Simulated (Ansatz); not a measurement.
All numbers were calculated with Ansatz.

C3H6BN, SMILES `BNC#CC` at its PBE0-D4/def2-TZVP geometry, where that method's forces vanish. Charge 0, multiplicity 1.

```csv
atom,x (Å),y (Å),z (Å)
B1,-0.795,-2.395,0.435
N2,-0.538,-1.144,1.011
C3,-0.087,-0.040,0.375
C4,0.314,0.945,-0.184
C5,0.799,2.125,-0.873
H6,-1.193,-3.260,1.156
H7,-0.608,-2.544,-0.733
H8,-0.696,-1.013,2.001
H9,-0.010,2.830,-1.081
H10,1.258,1.852,-1.827
H11,1.555,2.645,-0.279
```

Task: For each bond, give half the difference of the two atoms' forces along it (eV/Å; positive pushes the atoms apart) under PBE-D4, r2SCAN-D4, B3LYP-D4, ωB97M-V in def2-TZVPP. (Estimate.)

Result: The calculation gave: 
```tsv
bond	length (Å)	PBE-D4	r2SCAN-D4	B3LYP-D4	ωB97M-V
B1–N2	1.402	0.12	0.15	0.08	-0.03
B1–H6	1.194	-0.02	-0.08	-0.12	-0.11
B1–H7	1.192	0.01	-0.07	-0.10	-0.12
N2–C3	1.352	-0.50	-0.19	0.20	0.69
N2–H8	1.011	0.26	0.01	-0.04	-0.21
C3–C4	1.201	1.00	0.35	-0.24	-0.75
C4–C5	1.451	-0.62	-0.20	0.19	0.56
C5–H9	1.093	0.15	0.00	-0.05	-0.14
C5–H10	1.093	0.14	-0.01	-0.05	-0.13
C5–H11	1.093	0.14	0.00	-0.05	-0.14
```

B3LYP here is the variant with VWN-RPA as its local correlation; programs differ in this.
